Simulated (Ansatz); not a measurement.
(1) Predict a relaxed structure of Ge(eta1-allyl)2H2 (C6H12Ge), charge 0, singlet, at PBE-D4/def2-SVP (Ansatz).

Answers

(1) 
Cartesian coordinates in Å:
```
Ge -0.107 0.033 -0.374
C -0.648 1.292 1.074
C -1.403 2.458 0.523
C -2.733 2.648 0.612
H 0.288 1.611 1.581
H -1.254 0.717 1.804
H -0.801 3.200 -0.035
H -3.383 1.939 1.152
H -3.220 3.521 0.150
C 1.057 -1.416 0.347
C 1.352 -2.443 -0.698
C 2.519 -2.584 -1.356
H 0.515 -1.855 1.212
H 1.983 -0.939 0.729
H 0.513 -3.112 -0.965
H 3.387 -1.940 -1.136
H 2.647 -3.347 -2.139
H 0.672 0.806 -1.475
H -1.385 -0.589 -1.006
```
Point group C2 (tolerance 0.1 Å). This is one stationary point.
